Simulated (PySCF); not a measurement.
# Br: ionisation energy

Br [Ar] 3d10 4s2 4p5 (2P) → Br⁺ [Ar] 3d10 4s2 4p4 (3P), as a difference of total energies. Computed with PySCF 2.14 in aug-cc-pVTZ-PP with ECP10MDF (6s5p4d2f, 55 functions), with scalar relativity through the core potential. Correlated levels: valence: 3s2 3p6 3d10 frozen. The calculations carry no spin-orbit coupling.

```
           method  ionisation energy (eV)
              UHF                  10.717
    MP2 (valence)                  11.574
SCS-MP2 (valence)                  11.573
   CCSD (valence)                  11.573
CCSD(T) (valence)                  11.616
```

Errors of the correlated levels include the incompleteness of this basis and the frozen core.

Task: Which method comes closest to the reference value, and which is furthest?

Result: The reference is 11.844 eV (measured; NIST levels, between the centres of gravity of the two terms). Closest: CCSD(T) (valence) (error -0.228 eV); furthest: UHF (error -1.127 eV).
